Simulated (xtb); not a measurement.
xtb input:

```bash
xtb mol.xyz --gfn 2 --ohess tight --chrg 0 --uhf 0
```
mol.xyz:
```
5

F     -0.80895262    -1.36545195    -0.02909621
Ge     0.32754153    -0.03677582     0.02589349
F     -0.66924595     1.41544081    -0.17534796
H      1.22040886    -0.11099808    -1.19924153
H      0.92310474     0.07579910     1.46961202
```

Problem. What final total energy does it print?

Solution. -12.49528 Eh (GFN2-xTB).
